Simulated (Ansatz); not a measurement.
One arrangement of a pair

The pair of CO (SMILES [C-]#[O+], atoms 1–2) and GeH₄ (SMILES [GeH4], atoms 3–7), both closed shells, in one local arrangement (a lower one may exist), relaxed at PBE0-D4/def2-TZVP:

```xyz
7
angstrom
C 0.2551 0.2420 -2.4825
O 0.5060 0.6817 -3.4850
Ge -0.1524 -0.1856 1.1907
H -1.4376 0.4117 0.6036
H 0.0710 -1.5919 0.6212
H -0.2825 -0.2688 2.7190
H 1.0405 0.7107 0.8330
```

Program: Ansatz 0.2.0. Basis: def2-TZVPPD, with def2-QZVPPD for the basis limit. Cores are frozen in the correlated methods. Filled d shells of the heavier atoms are correlated. The def2 sets are not built for correlating such inner shells, so the correlated values are less sure here. B3LYP uses VWN-RPA correlation. Extrapolation: Hartree–Fock as exp(−7.88 √X), correlation as X^−2.97. Interaction energies count from these two fragments, frozen as in the pair, with the counterpoise correction; negative means bound.

(1) What is the interaction energy by CCSD(T) at an estimated basis limit (MP2 extrapolated from triple and quadruple zeta, plus CCSD(T) − MP2 in triple zeta)? (An estimate is asked for; the value comes from the calculation.)

(2) Which atoms make the shortest contact between the fragments?

The T1 diagnostic stays at or below 0.020.

Results:

(1) The calculation gives: -0.70 kcal/mol. Hartree–Fock alone gives 0.32 kcal/mol at the basis limit, so without correlation the pair would not bind at this distance. It counts from the two fragments frozen as in the pair.

The same quantity by other methods in triple zeta, and each one's difference from that estimate:
```tsv
method	E_int (kcal/mol)	difference
PBE-D4	-0.77	-0.07
revPBE-D4	-0.27	0.43
BLYP-D4	-0.26	0.45
r2SCAN-D4	-0.42	0.29
B97M-V	-0.81	-0.11
PBE0-D4	-0.71	-0.01
B3LYP-D4	-0.46	0.24
HSE06-D4	-0.73	-0.03
wB97X-V	-0.76	-0.06
wB97M-V	-0.73	-0.03
B2PLYP	-0.12	0.58
HF	0.32	1.02
MP2	-0.62	0.08
CCSD	-0.45	0.26
CCSD(T)	-0.59	0.11
```
Differences are method less estimate.

(2) C1 and H7, 3.44 Å apart.

Basis-set superposition shift (counterpoise-corrected less uncorrected): CCSD(T) 0.40; MP2 0.42; HF 0.07; PBE0-D4 0.07; wB97M-V 0.07 kcal/mol.

For scale, one of the runs: CCSD(T)/def2-TZVPPD, 199 basis functions, launched by `ansatz run in.yaml --threads 4 --pin off --events-out ev --progress --plain --max-ram 9574MiB`. Hardware: 4 CPU threads of an Intel Xeon 6975P-C, shared host. Wall time 12 s; peak host memory 2.6 GiB.
